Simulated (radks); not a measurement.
Q: Radial electron density D(r) = 4 pi r^2 rho(r) of an atom or ion with 12 electrons. Calculated with a radial shooting solver on a logarithmic mesh with Libxc functionals: non-relativistic Kohn-Sham, BLYP, spin-polarised, spherical densities, point nucleus.

| r (bohr) | D(r) (e/bohr) | spin D(r) |
|---|---|---|
| 0.006158 | 0.4504 | 0.000774 |
| 0.007055 | 0.5785 | 0.000994 |
| 0.008018 | 0.7302 | 0.00125 |
| 0.009113 | 0.9188 | 0.00158 |
| 0.01036 | 1.152 | 0.00198 |
| 0.01177 | 1.438 | 0.00246 |
| 0.01338 | 1.787 | 0.00306 |
| 0.01521 | 2.210 | 0.00378 |
| 0.01742 | 2.751 | 0.00469 |
| 0.0198 | 3.356 | 0.00571 |
| 0.0225 | 4.063 | 0.00689 |
| 0.02558 | 4.877 | 0.00823 |
| 0.02907 | 5.795 | 0.00972 |
| 0.03304 | 6.809 | 0.0113 |
| 0.03755 | 7.899 | 0.0130 |
| 0.04302 | 9.104 | 0.0148 |
| 0.0489 | 10.23 | 0.0163 |
| 0.05557 | 11.29 | 0.0176 |
| 0.06316 | 12.20 | 0.0184 |
| 0.07179 | 12.89 | 0.0186 |
| 0.08159 | 13.26 | 0.0182 |
| 0.09273 | 13.28 | 0.0169 |
| 0.1062 | 12.86 | 0.0150 |
| 0.1207 | 12.09 | 0.0128 |
| 0.1372 | 11.05 | 0.0111 |
| 0.156 | 9.879 | 0.0107 |
| 0.1773 | 8.767 | 0.0127 |
| 0.2015 | 7.914 | 0.0183 |
| 0.229 | 7.483 | 0.0282 |
| 0.2624 | 7.578 | 0.0435 |
| 0.2982 | 8.154 | 0.0613 |
| 0.3389 | 9.046 | 0.0796 |
| 0.3852 | 10.01 | 0.0945 |
| 0.4378 | 10.76 | 0.102 |
| 0.4976 | 11.06 | 0.0975 |
| 0.5655 | 10.76 | 0.0811 |
| 0.6479 | 9.774 | 0.0530 |
| 0.7364 | 8.347 | 0.0238 |
| 0.8369 | 6.655 | 0.00197 |
| 0.9512 | 4.941 | -0.00127 |
| 1.081 | 3.418 | 0.0232 |
| 1.229 | 2.224 | 0.0800 |
| 1.396 | 1.404 | 0.167 |
| 1.6 | 0.9033 | 0.283 |
| 1.818 | 0.6911 | 0.401 |
| 2.067 | 0.6302 | 0.510 |
| 2.349 | 0.6314 | 0.588 |
| 2.67 | 0.6312 | 0.618 |
| 3.034 | 0.5972 | 0.594 |
| 3.449 | 0.5241 | 0.523 |
| 3.951 | 0.4171 | 0.417 |
| 4.49 | 0.3088 | 0.309 |
| 5.104 | 0.2103 | 0.210 |
| 5.801 | 0.1316 | 0.132 |
| 6.593 | 0.07555 | 0.0755 |
| 7.493 | 0.03954 | 0.0395 |
| 8.516 | 0.01871 | 0.0187 |
| 9.757 | 0.007458 | 0.00746 |
| 11.09 | 0.002741 | 0.00274 |
| 12.6 | 0.0008662 | 0.000866 |
| 14.32 | 0.0002303 | 0.000230 |

What is the nuclear charge?

A: Z = 12. The innermost maximum, from 1s, lies near 1/Z = 0.0833 bohr (found: 0.0877), and its height grows with Z. The density is that of neutral magnesium in [Ne] 3s1 3p1; the configuration itself is not fixed sharply by these data, and Z only to about a unit. D(r) has 3 maxima, at r = 0.0877, 0.498, 2.52 bohr, and minima at 0.240, 2.17 bohr, inside which lie 2.21, 10.33 electrons.
